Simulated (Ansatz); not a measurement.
Cartesian coordinates (Å):
```xyz
15

B     -0.1021     0.7479     1.3818
C     -0.1738     0.0339     0.0232
C     -1.4546    -0.1681    -0.6827
C     -2.6583     0.2192    -0.2843
C      0.9324    -0.4421    -0.5862
C      2.3491    -0.3964    -0.1405
H     -1.0807     1.1643     1.9157
H      0.9340     0.9060     1.9422
H     -1.3792    -0.6938    -1.6319
H     -2.8173     0.7459     0.6460
H     -3.5312     0.0156    -0.8893
H      0.7943    -0.9370    -1.5478
H      2.4821     0.0909     0.8192
H      2.7503    -1.4113    -0.0789
H      2.9549     0.1250    -0.8864
```
Charge 0, multiplicity 1.

All values below come from frozen-core CCSD(T)/cc-pVTZ // CAM-B3LYP-D3(BJ)/def2-TZVP (Ansatz, a quantum-chemistry and plane-wave program). The restricted HF reference is unstable towards unrestricted orbitals.

The HF energy is -219.28475 Ha and the MP2 correlation energy is -0.92003 Ha.

Task: Estimate the CCSD correlation energy, the (T) correction, the total energy and the T1 diagnostic.

Result: 
```yaml
CCSD correlation energy: -0.97440 Ha
"(T) correction": -0.04473 Ha
CCSD(T) total energy: -220.30389 Ha
T1 diagnostic: 0.011
```
